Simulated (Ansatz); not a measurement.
Consider the isomerisation: `O=[CH][GeH2][AlH2]` → `[CH2]1[O][AlH][GeH2]1`.

Calculated with Ansatz (gas phase, PBE0-D4/def2-TZVP geometries, no zero-point term in ΔE). CCSD(T)/CBS is the MP2 limit (def2-TZVPP, def2-QZVPP) plus CCSD(T) − MP2 in def2-TZVPP, frozen cores. DFT in def2-TZVPP. B3LYP here is the variant with VWN-RPA as its local correlation; programs differ in this. For Ge outer-core shells are correlated without core-valence functions, which leaves a few kJ/mol of doubt a bond. Scalar relativity is left out up to krypton. One conformer a species, not always the lowest.

`O=[CH][GeH2][AlH2]`:

Z-matrix (Å, degrees):
```
Ge
C 1 2.013
Al 1 2.482 2 109.4
H 1 1.545 2 105.8 3 119.8
H 1 1.538 2 106.9 3 -124.7
O 2 1.199 1 123.2 3 89.5
H 2 1.116 1 116.8 3 -88.8
H 3 1.586 1 118.5 2 53.7
H 3 1.585 1 121.0 2 -125.6
```

`[CH2]1[O][AlH][GeH2]1`:

Cartesian coordinates in Å:
```
C -0.647 0.694 -0.578
O -1.391 -0.507 -0.352
Al -0.375 -1.570 0.544
Ge 1.129 0.337 0.319
H -1.166 1.548 -0.134
H -0.537 0.872 -1.651
H -0.794 -3.020 1.016
H 1.449 1.296 1.482
H 2.332 0.349 -0.645
```

```
             level  ΔE (kJ/mol)
            PBE-D4       -140.7
          B3LYP-D4       -135.8
             B3LYP       -132.7
    MP2/def2-QZVPP       -163.0
SCS-MP2/def2-QZVPP       -149.6
      HF/CBS(def2)       -116.5
     MP2/CBS(def2)       -165.5
    CCSD/CBS(def2)       -150.4
```

**Question.** What does CCSD(T)/CBS give? (Best estimate.)

**Answer.** Computed: -151.8 kJ/mol. The listed levels differ from it by 11.1, 16.0, 19.1, -11.2, 2.2, 35.3, -13.7, 1.4 kJ/mol.

Largest T1 diagnostic among the species: 0.015.

In def2-TZVPP, CCSD(T) changes the Hartree–Fock value by −29.5 kJ/mol (the triples alone add −1.4 kJ/mol) and MP2 by −43.2 kJ/mol. The D4 term adds −3.1 kJ/mol with B3LYP and −1.3 kJ/mol with PBE0; it sums over pairs of atoms, weighted by their polarisabilities, and B3LYP, whose exchange is more repulsive, gets the larger term.
